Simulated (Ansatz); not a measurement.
A further run on GaMe2H (C₂H₇Ga).

```yaml
crystal:
  periodic: [false, false, false]
  atoms:
    - {symbol: Ga, position_ang: [-0.392331, -0.671389, -0.003122]}
    - {symbol: C, position_ang: [1.591831, -0.668010, -0.000397]}
    - {symbol: H, position_ang: [1.964006, -0.207268, 0.939842]}
    - {symbol: H, position_ang: [1.978274, -0.041573, -0.832105]}
    - {symbol: H, position_ang: [2.028600, -1.681568, -0.087683]}
    - {symbol: C, position_ang: [-1.362613, 1.059345, 0.005564]}
    - {symbol: H, position_ang: [-1.169594, 1.598208, -0.947123]}
    - {symbol: H, position_ang: [-0.985097, 1.713603, 0.819518]}
    - {symbol: H, position_ang: [-2.457517, 0.942955, 0.121355]}
    - {symbol: H, position_ang: [-1.195559, -2.044324, -0.015848]}
basis:
  gaussian: {orbitals: def2-SVPD}
hamiltonian: {xc: {name: PBE0}}
output: {forces: true}
```

```sh
$ ansatz run in.yaml --threads 4 --pin off --events-out ev --progress --plain --max-ram 3916MiB
```

Shortened log:

```
Functional definition: PBE0
1319 factors; integrals over basis functions are off by at most 1.3e-3 eV
mean field evaluation 1: about -54539.5228 eV, gradient 6.2e1 eV
mean field evaluation 2: about -54535.1727 eV, gradient 7.2e1 eV
mean field evaluation 4: about -54548.2522 eV, gradient 2.1e0 eV
mean field evaluation 8: about -54548.2818 eV, gradient 4.8e-2 eV
mean field evaluation 16: about -54548.2818 eV, gradient 4.6e-5 eV
mean field -54548.28180353 eV, -2004.6123821262 hartree, gradient 4.6e-5 eV, S^2 0.000000; 0 other end points of the search recorded, 0 dependent functions left out
reference -54548.28184481 eV, -2004.6123836433 hartree; 25, 25 occupied and 109, 109 virtual orbitals, 1319 factors
Total energy: -54548.28184481 eV, -2004.6123836433 hartree
Atom 0 at    -0.392331    -0.671389    -0.003122 Å, force     0.008899     0.015184    -0.000163 eV/Å
Atom 1 at     1.591831    -0.668010    -0.000397 Å, force     0.080953     0.017186     0.006824 eV/Å
Atom 2 at     1.964006    -0.207268     0.939842 Å, force    -0.079366    -0.126811    -0.247418 eV/Å
Atom 3 at     1.978274    -0.041573    -0.832105 Å, force    -0.085942    -0.170909     0.219671 eV/Å
Atom 4 at     2.028600    -1.681568    -0.087683 Å, force    -0.101710     0.275623     0.022728 eV/Å
Atom 5 at    -1.362613     1.059345     0.005564 Å, force    -0.025108     0.078714    -0.009083 eV/Å
Atom 6 at    -1.169594     1.598208    -0.947123 Å, force    -0.064689    -0.128384     0.251052 eV/Å
Atom 7 at    -0.985097     1.713603     0.819518 Å, force    -0.112847    -0.161796    -0.215099 eV/Å
Atom 8 at    -2.457517     0.942955     0.121355 Å, force     0.289549     0.046722    -0.029900 eV/Å
Atom 9 at    -1.195559    -2.044324    -0.015848 Å, force     0.090261     0.154469     0.001386 eV/Å
Dipole moment:     0.064007     0.109465     0.000688 e Å
```

Run time 1.9 s (4 threads of Arm Neoverse V2 on a shared host).
